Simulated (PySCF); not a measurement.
Predicted microwave data (PBE0/pcSseg-1 in PySCF (dipole) on a GFN2-xTB geometry, gas phase) for one isomer of C2H13FSi5:

* Rotational constants: A = 1055, B = 647.7, C = 518.8 MHz
* Dipole components: |μa| = 2.14 D, |μb| = 0.02 D, |μc| = 1.17 D
* Inertial defect: -285.10 u·Å²
* κ: -0.52

Question: Which structure is it? (One computed conformer of each.)
A. `[CH3:1][CH2:2][Si:3]1([F:4])[SiH2:5][SiH2:6][SiH2:7][SiH2:8]1` with C1–C2–Si3–F4 177°, C2–Si3–Si5–Si6 -140°, Si3–Si5–Si6–Si7 10°, Si5–Si6–Si7–Si8 -9°, Si6–Si7–Si8–Si3 3°
B. `[F:1][CH2:2][SiH:3]1[SiH2:4][SiH2:5][CH2:6][SiH2:7][SiH2:8]1` with F1–C2–Si3–Si4 -59°, C2–Si3–Si4–Si5 84°, Si3–Si4–Si5–C6 -11°, Si4–Si5–C6–Si7 67°, Si5–C6–Si7–Si8 -67°
C. `[CH3:1][CH2:2][Si@@H:3]1[SiH2:4][SiH2:5][Si@@H:6]([F:7])[SiH2:8]1` with C1–C2–Si3–Si4 57°, C2–Si3–Si4–Si5 -95°, Si3–Si4–Si5–Si6 -23°, Si4–Si5–Si6–F7 -96°, Si5–Si6–Si8–Si3 -4°

Answer: C. It is CC[Si@@H]1[SiH2][SiH2][Si@@H](F)[SiH2]1, an asymmetric top, point group C1. The candidates at the same level (rigid rotor, commonest isotopes):

```csv
SMILES,A (MHz),B (MHz),C (MHz),μa (D),μb (D),μc (D),Δ (u·Å²),point group,rotor
FC[SiH]1[SiH2][SiH2]C[SiH2][SiH2]1,857.5,764.9,567.8,1.12,0.00,0.14,-359.96,Cs,asymmetric top
CC[Si]1(F)[SiH2][SiH2][SiH2][SiH2]1,1027,615.5,512.6,0.33,0.05,1.60,-327.39,C1,asymmetric top
CC[Si@@H]1[SiH2][SiH2][Si@@H](F)[SiH2]1,1055,647.7,518.8,2.14,0.02,1.17,-285.10,C1,asymmetric top
```

`FC[SiH]1[SiH2][SiH2]C[SiH2][SiH2]1` has A 19 % too low; `CC[Si]1(F)[SiH2][SiH2][SiH2][SiH2]1` has B 5 % too low. No structure here is proved a minimum.
